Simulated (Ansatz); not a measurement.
**Ligand exchange: CH6N2 + Si(NH2)2(SiH3)2 → SiN2H6 + Si(CH3)(NH2)2(SiH3)**

Species: CH6N2 (methylhydrazine) `CNN`, singlet; Si(NH2)2(SiH3)2, singlet; SiN2H6 `NN[SiH3]`, singlet; Si(CH3)(NH2)2(SiH3), singlet. The partners trade CH3 for SiH3: N–CH3 and Si–SiH3 bonds give way to N–SiH3 and Si–CH3.

Shapes, held fixed at every level: PBE0-D4/def2-TZVP. Flexible molecules stand in one conformer, not always the lowest. Programs: Ansatz 0.2.0. Electronic energies: no zero-point or thermal term.

| level | kind | ΔE (kJ/mol) | less CCSD(T)/CBS estimate |
| --- | --- | --- | --- |
| HF/def2-TZVPP | Hartree–Fock | -120.9 | -7.9 |
| PBE-D4/def2-TZVPP | GGA | -92.9 | +20.1 |
| r2SCAN-D4/def2-TZVPP | meta-GGA | -109.3 | +3.7 |
| MP2/def2-TZVPP | perturbation theory | -122.5 | -9.5 |
| CCSD(T)/def2-TZVPP | coupled cluster or CI | -111.3 | +1.7 |
| CCSD/def2-TZVPP | coupled cluster or CI | -113.5 | -0.5 |
| CCSD(T)/CBS estimate | coupled cluster or CI | -113.0 | 0.0 |

The highest level, CCSD(T)/CBS estimate, gives ΔE = -113.0 kJ/mol; the levels span -122.5 to -92.9. The column of differences is taken from that level and isn't an error. No measured value is set beside it here. The CBS estimate extrapolates MP2 from def2-TZVPP and def2-QZVPP and adds CCSD(T) − MP2 in the triple-zeta set, cores frozen.
